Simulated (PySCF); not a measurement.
Delta-SCF ions had no search for a lower state. Excitations are Tamm–Dancoff values on a coarser integration grid. The basis has no diffuse functions, so Rydberg states are missing or too high.

# H$_{4}$BNO$_{2}$, SMILES `NB(O)O` (O–B–O–H torsion 0°, O–B–O–H torsion 180°) (charge 0, multiplicity 1)

Method: TPSSh-D3(BJ)/def2-TZVP // CAM-B3LYP-D3(BJ)/def2-TZVP (PySCF).

| Item | Value |
|---|---|
| HOMO | -6.73 eV |
| dipole moment | 1.97 D |
| HOMO–LUMO gap | 7.04 eV |
| LUMO | 0.32 eV |
| S1 excitation (TDA) | 6.50 eV |
| S1 oscillator strength | 0.009 |
| T1 excitation (TDA) | 6.27 eV |
| S1–T1 gap (TDA) | 0.23 eV |
| vertical ionisation energy (Delta-SCF) | 9.87 eV |
| total energy | -6332.40 eV |
| cost | around 6 core-minutes (rough) |

```xyz
8

N      1.1016    -0.2468     0.2768
B     -0.2611    -0.0572    -0.0313
O     -1.1174    -1.1146     0.1250
O     -0.7885     1.1324    -0.4822
H      1.8092     0.4585     0.1980
H      1.4373    -1.1349     0.6028
H     -2.0203    -0.8873    -0.1094
H     -0.1607     1.8499    -0.5796
```
